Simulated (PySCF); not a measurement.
cesium atom (Cs), doublet (core potentials on Cs). Base run: PySCF with HF/def2-SVP.

The PySCF input:
```python
from pyscf import gto, scf

mol = gto.Mole()
mol.atom = '''
    Cs    0.00000000    0.00000000    0.00000000
'''
mol.basis = 'def2-svp'
mol.ecp = {'Cs': 'def2-svp'}
mol.spin = 1
mol.verbose = 4
mol.build()

mf = scf.UHF(mol)
mf.kernel()
```

The base run was repeated with changes; each row names its change, and settings that it needs were set with it.

```tsv
change	basis functions	E (Eh)	HOMO (eV)
base	24	-19.85520	-3.51
basis = Sapporo-DKH3-DZP-2012; relativity = none (without mol.ecp = {'Cs': 'def2-svp'})	41	-7257.67542	-2.98
basis = jorge-DZP-DKH; relativity = spin-free X2C (without mol.ecp = {'Cs': 'def2-svp'})	41	-7781.00318	-3.53
basis = ANO-RCC-VDZP; relativity = spin-free X2C; nucleus = Gaussian (with mol.nucmod = 'G'; without mol.ecp = {'Cs': 'def2-svp'})	47	-7782.77326	-3.49
basis = Sapporo-DKH3-DZP-2012; relativity = spin-free X2C; nucleus = Gaussian (with mol.nucmod = 'G'; without mol.ecp = {'Cs': 'def2-svp'})	41	-7782.63813	-3.49
basis = ANO-RCC-VDZP; relativity = none (without mol.ecp = {'Cs': 'def2-svp'})	47	-7247.40722	-2.99
basis = Sapporo-DKH3-DZP-2012; relativity = spin-free X2C (without mol.ecp = {'Cs': 'def2-svp'})	41	-7782.90815	-3.49
basis = jorge-DZP-DKH; relativity = none (without mol.ecp = {'Cs': 'def2-svp'})	41	-7442.10905	-3.17
basis = ANO-RCC-VDZP; relativity = spin-free X2C (without mol.ecp = {'Cs': 'def2-svp'})	47	-7783.07902	-3.49
basis = jorge-DZP-DKH; relativity = spin-free X2C; nucleus = Gaussian (with mol.nucmod = 'G'; without mol.ecp = {'Cs': 'def2-svp'})	41	-7780.74769	-3.53
```

Total energies compare only within one method and basis.

Open shells are given as the SCF converged; they aren't shown to be the lowest states, and a large step between rows can be another state.

Basis sets contracted for a relativistic Hamiltonian are a mismatch without it, so the rows without relativity aren't non-relativistic limits. No row has spin-orbit coupling; sets with core potentials leave out the core electrons.
